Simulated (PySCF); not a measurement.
Input of a run (PBE0-D3(BJ)/def2-SVP geometry optimisation, gas phase (PySCF 2.14.0)), started from GFN2-xTB:
```
{"job": {"xc": "PBE0", "basis": "def2-SVP", "d3": "d3bj", "grid": 1, "shake": 0.01, "kind": "geom"}, "charge": 0, "multiplicity": 1}
C      2.185950    -1.581130     0.179090
C      1.407310    -0.638320    -0.002250
Ge     0.179740     0.800330    -0.279360
C     -1.597740     0.231380     0.143000
H      2.829960    -2.362460     0.318560
H      0.336310     1.248000    -1.702060
H      0.660980     1.930260     0.610180
H     -1.915480    -0.585300    -0.506550
H     -1.698540    -0.107020     1.195960
H     -2.338050     1.043340     0.022360
```

Output (energies in Eh, forces in Eh/bohr):
```
step   0  E = -2194.10380919  max force = 0.066575
step   1  E = -2194.10786214  max force = 0.011514
step   2  E = -2194.10826648  max force = 0.004335
step   3  E = -2194.10856466  max force = 0.004120
step   4  E = -2194.10866852  max force = 0.002203
step   5  E = -2194.10871901  max force = 0.000526
step   6  E = -2194.10872931  max force = 0.000535
step   7  E = -2194.10873147  max force = 0.000295
optimisation converged
```

Q: Summarise the run.

A: The energy falls by 0.134 eV over 8 energy and gradient evaluations, the largest force component goes from 0.0666 to 3.0e-04 Eh/bohr, and the atoms move by 0.035 Å rms after alignment. The bond that changes most is C1–H5 (terminal alkyne carbon to alkyne hydrogen), which lengthens by 0.054 Å. Bonds longer at the end by more than 0.005 Å: 5 of 9; shorter: 3. Among the angles that change most is H9–C4–H10, from 105.5° to 108.9°. The energy never rose by more than 1e-6 Eh on the way. The first step brought 82 % of the lowering.

Q: What are the final bond lengths?

A: C1≡C2 1.216 Å, C2–Ge3 1.907 Å, Ge3–C4 1.947 Å, C1–H5 1.076 Å, Ge3–H6 1.539 Å, Ge3–H7 1.539 Å, C4–H8 1.099 Å, C4–H9 1.099 Å, C4–H10 1.100 Å. Numbering counts from 1 in the input's order; the species is `C#[C][GeH2][CH3]`.

The run used 104 basis functions and 52 SCF cycles in all. On one thread of an Intel Xeon Platinum 8259CL at 2.50 GHz, shared host, this took 36 s of wall time and 0.42 GiB of memory at its peak.

Stationary, but not proved a minimum.
